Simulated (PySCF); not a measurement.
Compound: C₅H₇S₂ (charge -1).
SMILES with atom numbers: `[CH3:1][C:2](=[S:3])[C:4]1([S-:5])[CH2:6][CH2:7]1`

Cartesian coordinates in Å at the GFN2-xTB level; atoms count from 1:
```
atom  x, y, z in Å
C1     1.8822   -0.4936   -0.4250
C2     0.9458    0.2927    0.4490
S3     1.5080    1.6783    1.1880
C4    -0.4579   -0.0925    0.4557
S5    -0.0698   -1.3246    1.6810
C6    -1.4019   -0.2310   -0.6947
C7    -1.6629    0.7758    0.3994
H8     2.8503   -0.6050    0.0611
H9     1.4737   -1.4779   -0.6479
H10    2.0330    0.0529   -1.3607
H11   -1.0867    0.1315   -1.6654
H12   -2.0320   -1.1092   -0.7353
H13   -2.4703    0.5769    1.0900
H14   -1.5123    1.8251    0.1827
```

Probes without a nucleus sit at each ring's centroid and 1 Å off its mean plane on both sides; NICS is minus the shielding there, NICSzz its component along the normal. Level: GIAO PBE0/pcSseg-1 (PySCF, non-relativistic, gas phase) on the GFN2-xTB geometry, one conformer.

Ring bond lengths (Å), with Mayer bond orders in brackets: C4–C6 1.494 (0.90), C6–C7 1.510 (0.98), C7–C4 1.486 (0.93).

Give the NICS values of each ring in ppm.

| ring | type | NICS(0) | NICS(1), two faces | NICS(1)zz, two faces | rms pucker (Å) | centre to ring atoms, mean (Å) |
| --- | --- | --- | --- | --- | --- | --- |
| C4–C6–C7 | 3-membered carbocycle; formal bonds all single | -39.8 | -5.8 / -8.1 | -18.1 / -18.2 | 0.00 | 0.86 |

What do they say, and how far can they be read as aromaticity?

- C4–C6–C7: mean NICS(1)zz -18.2 ppm, shielded. C4, C6, C7 have four or more neighbours, so the value isn't read as a sign of a π ring current. NICS(0) lies 33 ppm below the mean NICS(1).

At the second NICS(1) probe listed for ring C4–C6–C7, 1 Å off the ring, how large is the induced field along the normal in 9.4 T applied along it?

NICSzz × B0 = -18.2 ppm × 9.4 T = -171 μT, against the applied field.

How shielded are the nuclei of the rings and their hydrogens (means over atoms taken as equivalent)?

| atoms | environment | σ isotropic (ppm) |
| --- | --- | --- |
| C4 | sp3 carbon bound to sulfur | 136.5 |
| C6 (×2) | three-membered-ring carbon | 168.5 |
| H11 (×2) | methylene hydrogen | 30.81 |
| H12 (×2) | methylene hydrogen | 31.25 |
